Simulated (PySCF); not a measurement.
C$_{2}$H$_{7}$NZn, singlet, at a GFN2-xTB geometry (such geometries of metal compounds can be far from the true shape). Base run: PBE/6-31G (PySCF).

The PySCF input:
```python
from pyscf import gto, scf, dft, solvent

mol = gto.M(
    atom='''
Zn   -1.04914994    0.13438380   -0.19830013
H    -2.52790349    0.25584821   -0.32130463
N     0.71868857   -0.10595567    0.18595447
C     1.61105595    0.93237640    0.65148158
C     1.45978480   -1.31039319   -0.11662270
H     2.13509780    0.61345389    1.56415546
H     2.37650511    1.17626409   -0.10109057
H     1.04963373    1.83982337    0.87849265
H     2.21847117   -1.13491722   -0.89473311
H     1.98299652   -1.67915568    0.77748412
H     0.78383304   -2.09304048   -0.46483467
''',
    basis='6-31g',
    verbose=4,
)

mf = dft.RKS(mol)
mf.xc = 'pbe'
mf.kernel()
mf.analyze()
```

The base run was repeated with changes; each row names its change, and settings that it needs were set with it.

| change | ΔE vs base (kcal/mol) | dipole (D) | HOMO-LUMO gap (eV) |
|---|---|---|---|
| base | 0.000 | 0.66 | 3.30 |
| model = IEF-PCM; solvent = chloroform | -5.86 | 0.62 | 3.62 |
| model = IEF-PCM; solvent = toluene | -3.76 | 0.63 | 3.50 |
| model = IEF-PCM; solvent = chloroform; lebedev_order = 41 | -5.86 | 0.62 | 3.62 |
| model = IEF-PCM; solvent = chloroform; vdw_scale = 1.1 | -9.84 | 0.60 | 3.72 |
| model = C-PCM; solvent = chloroform | -6.61 | 0.62 | 3.68 |
| model = IEF-PCM; solvent = chloroform; lebedev_order = 11 | -5.62 | 0.62 | 3.60 |
| model = IEF-PCM; solvent = acetonitrile | -8.32 | 0.63 | 3.77 |
| model = IEF-PCM; solvent = chloroform; vdw_scale = 1.4 | -2.27 | 0.68 | 3.48 |
| model = IEF-PCM; solvent = dimethylsulfoxide | -8.42 | 0.63 | 3.78 |
| model = COSMO; solvent = chloroform | -5.89 | 0.62 | 3.64 |
| model = IEF-PCM; solvent = chloroform; vdw_scale = 1.0 | -17.09 | 0.58 | 3.83 |

The base is the gas phase, so ΔE is the electrostatic part of solvation at a fixed geometry, without cavity and dispersion terms.
